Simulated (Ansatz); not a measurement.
Consider the cleavage of the Si–Ge bond: `B[CH2][GeH2][SiH3]` + `C[CH2][AlH][OH]` → `C[CH2][AlH][O][SiH3]` + `B[CH2][GeH3]`.

Isolated molecules relaxed with PBE0-D4/def2-TZVP in Ansatz; ΔE leaves out vibrations. CBS: MP2 limit from def2 TZ/QZ plus the TZ coupled-cluster correction, frozen cores. For Ge outer-core shells are correlated without core-valence functions, which leaves a few kJ/mol of doubt a bond. Scalar relativity is left out up to krypton. One conformer a species, not always the lowest.

```
               species  CCSD(T)/CBS(def2) energy (Eh)
  `B[CH2][GeH2][SiH3]`                    -2433.43425
     `C[CH2][AlH][OH]`                     -397.56357
`C[CH2][AlH][O][SiH3]`                     -687.88541
        `B[CH2][GeH3]`                    -2143.14744
```

Q: Work out ΔE.

A: ΔE = (-687.88541) + (-2143.14744) − (-2433.43425) − (-397.56357) = -0.03503 Eh = -0.95 eV.

Largest T1 diagnostic among the species: 0.012.

In def2-TZVPP, CCSD(T) changes the Hartree–Fock value by +0.44 eV (the triples alone add +0.06 eV) and MP2 by +0.41 eV. From PBE to PBE0 (25 % exact exchange), in def2-TZVPP and without D4, ΔE moves by −0.10 eV.
